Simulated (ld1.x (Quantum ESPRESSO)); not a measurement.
tungsten, PAW: configuration errors across variants

W, PAW, made with ld1.x (Quantum ESPRESSO) 7.5 (PBEsol, scalar-relativistic). Core [Kr] 4d10 4f14, reference 5s2 5p6 5d4 6s1.5 6p0.5. Waves: 5s (bound): rcut 1.50, rcutus 1.95 bohr; 6s (bound): rcut 1.50, rcutus 1.95 bohr; 5p (bound): rcut 1.70, rcutus 2.30 bohr; 6p (bound): rcut 1.70, rcutus 2.30 bohr; 5d (bound): rcut 1.45, rcutus 1.55 bohr; 5d channel at 2.95 Ry: rcut 1.45, rcutus 1.55 bohr. Local part: all-electron potential smoothed inside 2.15 bohr (lloc = -1). Core correction: Bessel-smoothed model core, default radius (core density twice the valence density). Augmentation charge: GAUSS, radius 1.15 bohr.

All-electron excitation energies from the reference (eV): (1) 5s2 5p6 5d4 6s2 6p0 -2.239; (2) 5s2 5p6 5d4 6s1 6p0 6.685; (3) 5s2 5p6 5d4 6s0 6p0 22.381; (4) 5s2 5p6 5d5 6s0 6p0 7.484.

The default core radius of the base comes out at 0.86 bohr.

The overlap operator is not positive definite (basis up to 400 Ry) in “base”, “core correction Bessel-smoothed model core inside 1.10 bohr”, “augmentation BESSEL, radius 1.15 bohr”. Such files are unfit for use, however small their errors in these radial tests.

5 further variants failed, have other tests or another functional or relativity, and are left out.

Errors AE − PS in meV (a dash: test not solved or not reliable):

| change | (1) | (2) | (3) | (4) | bound ghosts |
| --- | --- | --- | --- | --- | --- |
| base | +2.3 | +0.3 | -3.4 | -7.9 | not determined (overlap not positive) |
| core correction Bessel-smoothed model core inside 1.10 bohr | +2.3 | +0.2 | -3.5 | -7.8 | not determined (overlap not positive) |
| augmentation BESSEL, radius 1.15 bohr | +2.5 | -0.6 | -5.7 | -8.5 | not determined (overlap not positive) |

(1) Give the same row for: waves 5d (bound): rcut 1.06, rcutus 1.12 bohr; 5d channel at 2.95 Ry: rcut 1.06, rcutus 1.12 bohr.

## Answers

(1) +2.3, +0.8, -1.9, -5.8; bound ghosts: not determined (overlap not positive). Its overlap operator is not positive definite in a basis up to 400 Ry (lowest eigenvalue s -0.13, p -0.10), so the file is unfit for use: the generalised eigenproblem breaks down once the basis is large enough, and its test numbers describe a broken file.
